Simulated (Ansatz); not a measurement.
Saddle point of SiNH7O2, singlet (SiNH₅O ([NH2][SiH2][OH]) + H₂O → SiH₄O₂ ([OH][SiH2][OH]) + NH₃ (still joined by a long Si–N bond); bonds formed: Si1–O7, N2–H6; bonds broken: H6–O7; bonds weakened to dative contacts: Si1–N2), PBE0-D4/def2-TZVP structure:

```xyz
11
angstrom
Si -0.5972 0.5409 -0.1482
N -0.2916 -1.2215 0.3933
H -0.6585 0.6030 -1.6342
H -2.0493 0.6324 0.2248
O -0.0555 1.7231 0.8556
H 0.8182 -0.9587 0.0209
O 1.4320 0.1013 -0.4127
H -0.4359 -1.3929 1.3811
H -0.7935 -1.9205 -0.1404
H 0.9016 1.8003 0.7840
H 1.7296 0.0926 -1.3241
```

Energies are electronic, without zero-point energy. Barriers and step energies count from the start structure reached by relaxing down the imaginary mode; all methods use the PBE0-D4 structures, on which another method's saddle can fall below an end. Program: Ansatz 0.2.0. Basis: def2-TZVPP, with def2-QZVPP for the basis limit. Cores are frozen in the correlated methods. B3LYP uses VWN-RPA correlation. Extrapolation: Hartree–Fock as exp(−7.88 √X), correlation as X^−2.97.

```tsv
method	barrier (kcal/mol)	step energy (kcal/mol)
SPW92	16.31	-6.65
PBE-D4	21.68	-4.87
BLYP-D4	25.23	-3.34
r2SCAN-D4	23.27	-6.85
B97M-V	26.55	-7.86
PBE0-D4	24.26	-5.71
B3LYP-D4	?	-4.16
r2SCAN0-D4	25.20	-6.99
BHLYP-D4	29.95	-5.16
CAM-B3LYP-D4	26.78	-4.85
wB97X-V	?	-6.19
wB97M-V	?	-6.44
B2PLYP	27.10	-4.93
PBE-QIDH	25.62	-6.67
RPA on PBE	26.40	-6.35
HF	38.26	-4.13
MP2	25.61	-6.45
CCSD	28.70	-6.19
CCSD(T)	26.93	-6.27
```

(1) Fill in the withheld barriers. (An estimate is asked for; the value comes from the calculation.)

T1 diagnostic: at most 0.012.

Answers

(1) Computed: wB97X-V 25.98; wB97M-V 25.60; B3LYP-D4 26.94 kcal/mol. Each is the energy of the saddle less that of the start structure, by the same method.

For comparison, the barrier by CCSD(T) at an estimated basis limit (MP2 extrapolated from triple and quadruple zeta, plus CCSD(T) − MP2 in triple zeta) is 26.97 kcal/mol.

The step is the kind of ligand exchange by which a precursor binds to a hydroxyl group, or is hydrolysed, in atomic layer deposition of oxides.

Labels in which every atom is bracketed show which atoms are joined, not bond orders.

For scale, one of the runs: CCSD(T)/def2-TZVPP, 233 basis functions, launched by `ansatz run in.yaml --threads 4 --pin off --events-out ev --progress --plain --max-ram 9574MiB`. The run took 2.5 min on 4 CPU threads of an Arm Neoverse N1 (shared host), with 4.2 GiB of host memory at its peak.
